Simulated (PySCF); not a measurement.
**From computed data to an observable: oscillator strength and radiative lifetime**

quinoxaline (C8H6N2), SMILES c12c(cccc1)nccn2.

Coordinates come from a B3LYP-D3(BJ)/def2-SVP optimisation.

TDA-LC-ωPBE/def2-SVPD run with PySCF 2.14.0 puts the first singlet state with f over 0.02 at 4.80 eV (vertical), with the transition dipole (0.000, 0.000, 0.922) in atomic units.

**Question.** Find the oscillator strength, the wavelength and the radiative lifetime that this transition would have in vacuum if emission retraced absorption.

**Answer.** 
|μ|² = 0.8501 au, so |μ| = 2.34 D. ΔE = 4.80/27.211 = 0.1764 hartree. f = (2/3) ΔE |μ|² = 0.100 (the program prints 0.100).
λ = 1239.84/4.80 = 258 nm; ν = 38715 cm⁻¹.
Einstein's coefficient A = 0.6670 ν² f s⁻¹ (ν in cm⁻¹) = 1.0e8 s⁻¹, so τ = 1/A = 10 ns. This state is S2; the lower singlet has f = 0.005. The figure is the radiative limit of this one transition; relaxation, internal conversion, crossing to triplets and a medium change what is measured.
